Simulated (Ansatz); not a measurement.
Basis sets compared for Sn(vinyl)3Br (C6H9BrSn). Charge 0, multiplicity 1. Geometry PBE-D4/def2-SVP. Ansatz on 2 threads of AMD EPYC 7R13 on a shared host and a share (18 GiB) of an NVIDIA H100 80GB HBM3; times are rough, and most runs start from earlier orbitals.

```xyz
17

Sn   -0.008   -0.049   -0.071
C     0.613    1.150   -1.752
C     1.091    2.398   -1.609
H     0.527    0.702   -2.759
H     1.191    2.875   -0.618
H     1.405    3.001   -2.481
C     1.197   -1.813    0.224
C     1.961   -1.989    1.315
H     1.169   -2.588   -0.564
H     2.012   -1.236    2.121
H     2.573   -2.900    1.453
C    -2.128   -0.440   -0.027
C    -2.931    0.046    0.934
H    -2.549   -1.068   -0.835
H    -2.543    0.675    1.755
H    -4.016   -0.163    0.943
Br    0.432    1.401    1.970
```

In the def2 sets Sn takes a core potential; there is no spin–orbit coupling.

Binding counts from free atoms (Sn triplet, C triplet, H doublet, Br doublet) in the same basis, without a counterpoise term.

| level | functions | energy (Eh) | HOMO (eV) | LUMO (eV) | binding per atom (eV) | wall time |
| --- | --- | --- | --- | --- | --- | --- |
| PBE-D4/def2-SVP | 187 | -3021.2805 | -6.49 | -1.49 | 4.22 | 4.4 s |
| PBE-D4/def2-TZVP (with forces) | 338 | -3021.8605 | -6.62 | -1.69 | 4.19 | 14 s |
| PBE0-D4/def2-SVP | 187 | -3021.4096 | -7.71 | -0.53 | 4.14 | 8 s |
| PBE0-D4/def2-TZVP | 338 | -3021.9831 | -7.76 | -0.72 | 4.12 | 13 s |
| CAM-B3LYP-D4/def2-TZVP | 338 | -3022.5370 | -9.06 | 0.39 | 4.08 | 13 s |

Task: Estimate the rows for PBE-D4/def2-TZVPD, PBE0-D4/def2-TZVPD, CAM-B3LYP-D4/def2-TZVPD.

Result: 
```csv
level,functions,energy (Eh),HOMO (eV),LUMO (eV),binding per atom (eV),wall time
PBE-D4/def2-TZVPD,416,-3021.8623,-6.64,-1.74,4.19,9.5 s
PBE0-D4/def2-TZVPD,416,-3021.9845,-7.78,-0.79,4.12,14 s
CAM-B3LYP-D4/def2-TZVPD,416,-3022.5384,-9.08,0.16,4.08,12 s
```
